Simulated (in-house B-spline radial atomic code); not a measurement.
Configurations of In⁸⁺, with energies counted from [Kr] 4d5. Level of theory: scalar-relativistic (X2C) TPSSh, spin-polarised, spherical fractional occupations, Fermi nucleus of rms radius 4.6156 fm; calculated with an all-electron radial atomic-structure program (B-spline basis). Caution: exact exchange at fractional occupations of open shells leaves self-interaction of up to several eV. Shells without spins written out take the highest spin.

Occupations are held fixed; configurations that lie above the ionisation limit could autoionise.

```json
{"configuration": "[Kr] 4d(4 up, 1 down)", "E - E(ref) (eV)": "6.8516", "highest orbital": "4d down", "its <r> (bohr)": "0.9926"}
{"configuration": "[Kr] 4d4 5s1", "E - E(ref) (eV)": "47.034", "highest orbital": "5s up", "its <r> (bohr)": "1.701"}
{"configuration": "[Kr] 4d4 5p1", "E - E(ref) (eV)": "61.777", "highest orbital": "5p up", "its <r> (bohr)": "1.851"}
{"configuration": "[Ar] 3d10 4s2 4p5 4d6", "E - E(ref) (eV)": "67.53", "highest orbital": "4d down", "its <r> (bohr)": "0.9928"}
{"configuration": "[Kr] 4d(4 up, 0 down) 5f(1 up, 0 down)", "E - E(ref) (eV)": "104.18", "highest orbital": "5f up", "its <r> (bohr)": "2.716"}
{"configuration": "[Ar] 3d10 4s2 4p5 4d5 5s1", "E - E(ref) (eV)": "106.17", "highest orbital": "5s up", "its <r> (bohr)": "1.693"}
{"configuration": "[Ar] 3d9 4s2 4p6 4d5 5s1", "E - E(ref) (eV)": "489.68", "highest orbital": "5s up", "its <r> (bohr)": "1.68"}
```

Order these further configurations by energy, lowest first.
A. [Ar] 3d(5 up, 4 down) 4s2 4p6 4d(4 up, 1 down) 5p(0 up, 1 down)
B. [Kr] 4d4 5d1
C. [Ar] 3d10 4s2 4p(3 up, 2 down) 4d(0 up, 5 down) 5d(0 up, 1 down)
D. [Ar] 3d9 4s2 4p6 4d6
E. [Ar] 3d(4 up, 5 down) 4s2 4p6 4d(4 up, 1 down) 5s(1 up, 0 down)

B (83.023 eV), C (150.28 eV), D (447.43 eV), E (498.74 eV), A (513.6 eV).

How far above the reference does [Ar] 3d9 4s2 4p6 4d5 4f1 lie?

509.75 eV; its least bound orbital is 4f up with <r> = 1.216 bohr.

How far above the reference does [Ar] 3d10 4s2 4p5 4d5 5d1 lie?

142.4 eV; its least bound orbital is 5d up with <r> = 2.154 bohr.
